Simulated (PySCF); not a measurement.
Compound: trimethylphosphine selenide, C3H9PSe.
SMILES: `CP(C)(C)=[Se]`

The calculation used PBE0-D3(BJ)/def2-SVP geometry optimisation, gas phase (PySCF).

Take the most abundant isotopes and a rigid rotor. 

Task: Give the principal moments of inertia and the rotational constants in cm⁻¹.

Result: Ia = 141.69, Ib = 340.61, Ic = 340.91 u·Å²; 505379 MHz·u·Å²/I gives 3567, 1484 and 1482 MHz, that is A = 0.11898, B = 0.04949, C = 0.04945 cm⁻¹.

Task: Classify the top.

Result: A prolate symmetric top, as the point group C3v requires two equal moments; the computed ones differ by 0.09 % because the geometry is symmetric only within the optimiser's tolerance; Ray's κ = -0.999.

Task: Where do the R-branch lines fall?

Result: The dipole of 5.04 D lies along the symmetry axis, so ΔK = 0 and J+1 ← J falls at 2B(J+1) for every K: 2.97 GHz, 5.93 GHz, 8.90 GHz, 11.86 GHz, 14.83 GHz for J = 0 to 4.

PBE0-D3(BJ)/def2-SVP frequencies: not computed here. Constants of a rigid frame at the computed geometry: no zero-point averaging, no centrifugal distortion.

On one thread, Intel Xeon Platinum 8375C at 2.90 GHz (x86_64), on a shared host, this took 95 s of wall time and 0.61 GiB of memory at its peak. That covers the optimisation of the geometry.
